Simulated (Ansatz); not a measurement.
Program: Ansatz. Geometries: PBE0-D4/def2-TZVP. ΔE: electronic, gas phase. CCSD(T)/CBS is the MP2 limit (def2-TZVPP, def2-QZVPP) plus CCSD(T) − MP2 in def2-TZVPP, frozen cores. Functionals use def2-TZVPP. B3LYP here is the variant with VWN-RPA as its local correlation; programs differ in this. For Se outer-core shells are correlated without core-valence functions, which leaves a few kJ/mol of doubt a bond. Scalar relativity is left out up to krypton. Each species was taken in one conformer, which may not be the lowest.

`B[Se]CC` → `CB(C)[SeH]`  (isomerisation)

(1) Is it downhill or uphill in electronic energy at CCSD(T)/CBS, and by how much? (An estimate is asked.)

(2) What do these levels give: r2SCAN-D4, PBE0-D4, B3LYP-D4, ωB97M-V, r2SCAN, PBE0, B3LYP, CCSD/def2-TZVPP, HF/def2-QZVPP, MP2/def2-QZVPP, HF/CBS(def2), CCSD/CBS(def2)? (Estimate.)

Largest T1 diagnostic among the species: 0.012.

## Answers

(1) Ansatz gave: Downhill: ΔE = -0.92 eV.

(2) Computed: r2SCAN-D4 -1.01, PBE0-D4 -0.99, B3LYP-D4 -0.94, ωB97M-V -0.99, r2SCAN -1.01, PBE0 -0.99, B3LYP -0.95, CCSD/def2-TZVPP -0.93, HF/def2-QZVPP -0.94, MP2/def2-QZVPP -0.92, HF/CBS(def2) -0.94, CCSD/CBS(def2) -0.94 eV.
